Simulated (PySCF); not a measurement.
C₇H₄N₂Se.
Numbering: `[CH:1]#[C:2][C@H:3]([C:4]#[N:5])[c:6]1[cH:7][n:8][cH:9][se:10]1` (hydrogens: H11 on C1; H12 on C3; H13 on C7; H14 on C9)

Theory: TDDFT PBE0/def2-SVPD, vertical, gas phase, core orbitals frozen in the response in PySCF. One conformer (not necessarily the lowest) at the PBE0-D3(BJ)/def2-SVP geometry, without solvent, vibrations or thermal averaging. The PBE0/def2-SVPD calculation is non-relativistic and has no spin–orbit coupling, an omission that weighs most on selenium. Torsions of this conformer, `[CH:1]#[C:2][C@H:3]([C:4]#[N:5])[c:6]1[cH:7][n:8][cH:9][se:10]1`: C2–C3–C6–C7 134°.

Frontier orbitals with the atoms that hold most of them (Löwdin shares over 4%, at most four atoms; ? is withheld):

| orbital | ε (eV) | atoms |
| --- | --- | --- |
| LUMO+2 | -0.28 | C1 17%, C2 16%, N5 15%, C4 12% |
| LUMO+1 | -0.88 | Se10 52%, C6 11%, C9 8%, C1 5% |
| LUMO | -1.55 | ? |
| HOMO | -7.63 | C7 24%, C6 22%, Se10 20%, C9 20% |
| HOMO-1 | -8.08 | ? |
| HOMO-2 | -8.23 | Se10 33%, N8 30%, C6 14%, C9 10% |
| HOMO-3 | -8.78 | C1 41%, C2 40%, C3 6% |

(1) Give the leading atoms of the LUMO.

(2) Give the leading atoms of the HOMO-1.

(3) The HOMO–LUMO gap is 6.08 eV. Where does the response calculation put the lowest singlet, and from which orbitals?

Answers

(1) C9 (bonded to N, Se and H) 24%; Se10 (bonded to 2 C) 23%; C6 (bonded to 2 C and Se) 17%; N8 (bonded to 2 C) 14%. By element: carbon 40% or more, selenium 23%, nitrogen 14% or more.

(2) N8 (bonded to 2 C) 42%; Se10 (bonded to 2 C) 20%; C9 (bonded to N, Se and H) 9%; C1 (bonded to C and H) 7%. By element: nitrogen 42% or more, selenium 20%, carbon 16% or more.

(3) S1 is at 4.90 eV (f = 0.0004), 1.17 eV below the gap, made of HOMO-1→LUMO (76%), HOMO-2→LUMO (21%). Its leading pair isn't HOMO and LUMO; the energies of that pair differ by 6.53 eV. 

Next come S2 at 5.28 eV (f 0.053), HOMO→LUMO (61%), HOMO→LUMO+1 (25%); S3 at 5.34 eV (f 0.022), HOMO→LUMO+1 (69%), HOMO→LUMO (21%); S4 at 5.65 eV (f 0.077), HOMO-2→LUMO (64%), HOMO-1→LUMO (18%); S5 at 5.83 eV (f 0.0014), HOMO-2→LUMO+1 (60%), HOMO-1→LUMO+1 (31%).

Löwdin shares depend on the basis, the more so with diffuse functions.

Rough CPU time on one thread of a shared machine: about 2.9 min.
